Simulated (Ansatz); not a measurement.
Cost and result up the ladder for cyclo-(GeH2)3 (Ge3H6) (9 atoms). Total charge 0; singlet. Geometry: PBE-D4/def2-SVP.

```xyz
9

Ge    0.758   -0.724    0.954
H     2.290   -0.927    0.861
H     0.147   -1.406    2.204
Ge   -0.207    1.392    0.168
H    -1.406    1.996    0.941
H     0.740    2.481   -0.395
Ge   -0.551   -0.668   -1.122
H    -1.960   -1.310   -1.138
H     0.188   -0.834   -2.474
```

Ansatz on 4 threads of Arm Neoverse V1 on a shared host. Times are rough, and most runs start from the orbitals of an earlier one. PBE0-D4/def2-TZVPD serves as the yardstick here, not as an exact answer. Differences are given only for rows in sets of like size (and for xTB, whose basis is part of the method), since another set adds its own error. Binding counts from free atoms at the same level (Ge triplet, H doublet; other spins of the atoms weren't run), without zero-point energy or a counterpoise term.

LC-ωPBE has ω = 0.4 bohr⁻¹. Correlated methods freeze 27 core orbitals; core or outer-core shells of Ge are correlated, in sets that lack core-valence functions.

Correlated methods converge slowly with the basis.

```tsv
level	functions	wall time	binding energy per atom (eV)	difference from PBE0-D4/def2-TZVPD (eV)
HF/STO-3G	60	0.3 s	3.21	–
PBE-D4/def2-SVP	126	1.3 s	2.55	–
PBE0-D4/def2-SVP	126	2.2 s	2.54	–
BLYP-D4/def2-TZVP	180	2.3 s	2.51	-0.04
HF/def2-TZVP	180	2.4 s	1.82	-0.73
PBE-D4/def2-TZVP (with forces)	180	2.6 s	2.55	0.01
LC-ωPBE/def2-TZVP	180	2.8 s	2.52	-0.02
PBE-D4/def2-TZVPD	216	3.3 s	2.55	0.01
r2SCAN-D4/def2-TZVP	180	4.3 s	2.60	0.05
PBE0-D4/def2-TZVPD	216	5.5 s	2.55	0.00
r2SCANh-D4/def2-TZVP	180	6 s	2.59	0.04
r2SCAN-D4/def2-TZVPD	216	6.5 s	2.60	0.05
B97M-V/def2-TZVP	180	9 s	2.64	0.09
CCSD(T)/def2-TZVP	180	82 s	2.51	-0.04
```
